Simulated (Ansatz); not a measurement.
Calculated with Ansatz (gas phase, PBE0-D4/def2-TZVP geometries, no zero-point term in ΔE). CCSD(T)/CBS adds triple-zeta CCSD(T) − MP2 to the extrapolated MP2 energy (def2 sets, frozen cores). This one scheme is used for every species, atoms too. For atomizations the MP2-based limit and the directly extrapolated one differ by several kJ/mol either way, and by 10 to 25 for some Ge, Se and Sn compounds, so smaller differences from it don't rank the levels. Functionals use def2-TZVPP. HSE06 is defined as in plane-wave codes. No spin–orbit coupling; open shells (•) take unrestricted orbitals. Spin–orbit coupling would lower the free atoms: a little for F, S, Si. One conformer a species, not always the lowest.

Consider the atomization: `N[SiH](F)[S]`• → F• + 3 H• + N• + S• + Si•.

Q: What is ΔE at CCSD(T)/CBS? (An estimate is asked.)

A: Ansatz gave: +574.3 kcal/mol.

Q: What do these levels give: revPBE-D4, B97M-V, HSE06-D4, ωB97X-V, revPBE, PBE0, r2SCAN0, LC-ωPBE, HF/def2-SVP, MP2/def2-SVP, HF/def2-QZVPP, CCSD/CBS(def2)? (An estimate is asked.)

A: Computed: revPBE-D4 567.1, B97M-V 577.1, HSE06-D4 569.6, ωB97X-V 578.0, revPBE 556.6, PBE0 566.1, r2SCAN0 561.4, LC-ωPBE 569.5, HF/def2-SVP 390.9, MP2/def2-SVP 525.8, HF/def2-QZVPP 406.0, CCSD/CBS(def2) 565.4 kcal/mol.

Largest T1 diagnostic among the species: 0.014.

From PBE to PBE0 (25 % exact exchange), in def2-TZVPP and without D4, ΔE moves by −13.1 kcal/mol: exact exchange takes away binding that semilocal exchange gives to molecules. Leaving LDA and LC-ωPBE aside and taking each functional with its dispersion term where it has one, the values, not all of them listed here, spread over 27.9 kcal/mol, from BHLYP-D4 to PBE-D4. LDA lies +79.6 kcal/mol from PBE without D4, its usual overbinding. In def2-TZVPP, CCSD(T) changes the Hartree–Fock value by +149.1 kcal/mol (the triples alone add +8.9 kcal/mol) and MP2 by +161.0 kcal/mol; breaking electron pairs costs correlation energy, which Hartree–Fock lacks.
